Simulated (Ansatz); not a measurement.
Ansatz (a quantum-chemistry and plane-wave program) input (HF/3-21G): The .json file is the Basis Set Exchange's 3-21G.

Ansatz 0.2 input:
```yaml
crystal:
  periodic: [false, false, false]
  atoms:
    - {symbol: Sb, position_ang: [-0.01602737, -0.01947852, 0.03811055]}
    - {symbol: H, position_ang: [-0.53320809, 1.26927154, -0.97307230]}
    - {symbol: H, position_ang: [1.35060378, -0.27586713, -0.97056559]}
basis:
  gaussian:
    orbitals: 3-21G.json
hamiltonian:
  xc: {name: HF}
magnetization: {spin_polarized: true, initial_magnetization: 1}
relax: {f_tol: 0.003, max_steps: 120}
```

From the last part of the output:

```
WARN ansatz: RAYON_NUM_THREADS=1 ignored (pool sized by the plan → 1); use --threads N
Functional definition: HF
integrals: 0.00 GiB planned
476 factors; integrals over basis functions are off by at most 4.8e-5 eV
mean field: 0.12 GiB planned
mean field evaluation 1: about -171084.4183 eV, gradient 7.4e0 eV
mean field evaluation 2: about -171084.4224 eV, gradient 7.4e0 eV
mean field evaluation 4: about -171084.6399 eV, gradient 4.7e-1 eV
mean field evaluation 8: about -171084.6482 eV, gradient 1.4e-5 eV
mean field -171084.64820500 eV, -6287.2448561943 hartree, gradient 1.5e-5 eV, S^2 0.760029; 0 other end points of the search recorded, 0 dependent functions left out
the calculation of the forces begins
reference -171084.64820500 eV, -6287.2448561943 hartree; 27, 26 occupied and 10, 11 virtual orbitals, 476 factors
relax step   1: F+E_penalty+E_count = -171084.64820500 eV  Δ(F+E_penalty+E_count) = +0.000e0 eV  max|allowed force component| = 1.974e-1 eV/Å  Δτ_max = 0.0000 Å  (29 SCF iters, accepted)
these checks for a lower state are left out or cut short: starts, cluster_reference, orbital_swaps, neighbouring_geometries, increment
integrals: 0.00 GiB planned
476 factors; integrals over basis functions are off by at most 4.8e-5 eV
mean field: 0.12 GiB planned
mean field evaluation 16: about -171084.6382 eV, gradient 1.3e-5 eV
mean field -171084.63816871 eV, -6287.2444873675 hartree, gradient 1.3e-5 eV, S^2 0.760419; 0 other end points of the search recorded, 0 dependent functions left out
the calculation of the forces begins
reference -171084.63816871 eV, -6287.2444873675 hartree; 27, 26 occupied and 10, 11 virtual orbitals, 476 factors
relax step   2: F+E_penalty+E_count = -171084.63816871 eV  Δ(F+E_penalty+E_count) = +1.004e-2 eV  max|allowed force component| = 2.172e-1 eV/Å  Δτ_max = 0.0777 Å  (25 SCF iters, rejected (line search))
these checks for a lower state are left out or cut short: starts, cluster_reference, orbital_swaps, neighbouring_geometries, increment
integrals: 0.00 GiB planned
476 factors; integrals over basis functions are off by at most 4.8e-5 eV
mean field: 0.12 GiB planned
mean field -171084.65278324 eV, -6287.2450244413 hartree, gradient 1.2e-5 eV, S^2 0.760313; 0 other end points of the search recorded, 0 dependent functions left out
the calculation of the forces begins
reference -171084.65278324 eV, -6287.2450244413 hartree; 27, 26 occupied and 10, 11 virtual orbitals, 476 factors
relax step   3: F+E_penalty+E_count = -171084.65278324 eV  Δ(F+E_penalty+E_count) = -4.578e-3 eV  max|allowed force component| = 1.446e-2 eV/Å  Δτ_max = 0.0248 Å  (26 SCF iters, accepted)
these checks for a lower state are left out or cut short: starts, cluster_reference, orbital_swaps, neighbouring_geometries, increment
integrals: 0.00 GiB planned
476 factors; integrals over basis functions are off by at most 4.8e-5 eV
mean field: 0.12 GiB planned
mean field -171084.65279217 eV, -6287.2450247697 hartree, gradient 1.3e-5 eV, S^2 0.760344; 0 other end points of the search recorded, 0 dependent functions left out
the calculation of the forces begins
reference -171084.65279217 eV, -6287.2450247697 hartree; 27, 26 occupied and 10, 11 virtual orbitals, 476 factors
relax step   4: F+E_penalty+E_count = -171084.65279217 eV  Δ(F+E_penalty+E_count) = -8.934e-6 eV  max|allowed force component| = 9.176e-4 eV/Å  Δτ_max = 0.0007 Å  (27 SCF iters, accepted)
integrals: 0.00 GiB planned
476 factors; integrals over basis functions are off by at most 4.8e-5 eV
mean field: 0.12 GiB planned
mean field evaluation 32: about -171084.4297 eV, gradient 7.3e0 eV
mean field -171084.65279217 eV, -6287.2450247697 hartree, gradient 1.3e-5 eV, S^2 0.760344; 1 other end points of the search recorded, 0 dependent functions left out
the calculation of the forces begins
reference -171084.65279217 eV, -6287.2450247697 hartree; 27, 26 occupied and 10, 11 virtual orbitals, 476 factors
Total energy: -171084.65279217 eV, -6287.2450247697 hartree
Atom 0 at    -0.014851    -0.018048     0.035312 Å, force    -0.000386    -0.000469     0.000918 eV/Å
Atom 1 at    -0.552929     1.284249    -0.971699 Å, force     0.000052     0.000350    -0.000459 eV/Å
Atom 2 at     1.369148    -0.292275    -0.969141 Å, force     0.000334     0.000119    -0.000459 eV/Å
Dipole moment:     0.013780     0.016747    -0.032767 e Å
```
